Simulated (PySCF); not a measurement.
Consider `COC(=O)C(=O)O[SiH3]` (C3H6O4Si). Non-hydrogen atoms are numbered in `[CH3:1][O:2][C:3](=[O:4])[C:5](=[O:6])[O:7][SiH3:8]`.

Computed at M06-2X/ma-def2-SVP // PBE0-D3(BJ)/def2-SVP with PySCF (density fitting, grid level 3). Thermal corrections: GFN2-xTB frequencies, unscaled, ideal gas at 298.15 K and 1 bar, quasi-RRHO entropy. These were taken at the GFN2-xTB minima.

Rank these of its positions by gas-phase deprotonation enthalpy, most acidic first.
A. C1 (methyl carbon)
B. Si8 (silicon)

B (1489 kJ/mol), A (1621 kJ/mol).

For C1 (methyl carbon), what are ΔE (electronic) and ΔG(298 K) of the loss of the proton?

ΔE = 1654 and ΔG = 1596 kJ/mol, beside ΔH = 1621 kJ/mol. The product is `[CH2-]OC(=O)C(=O)O[SiH3]`.

Of those listed, which site of deprotonation is favoured in DMSO (IEF-PCM), and by how much?

Si8 (silicon), by 151 kJ/mol over C1 (methyl carbon); the gas phase favours the same one.

Caveats: structures of the anions come from def2-SVP, which lacks diffuse functions; ma-def2-SVP is a small basis, whose errors can reach tens of kJ/mol.
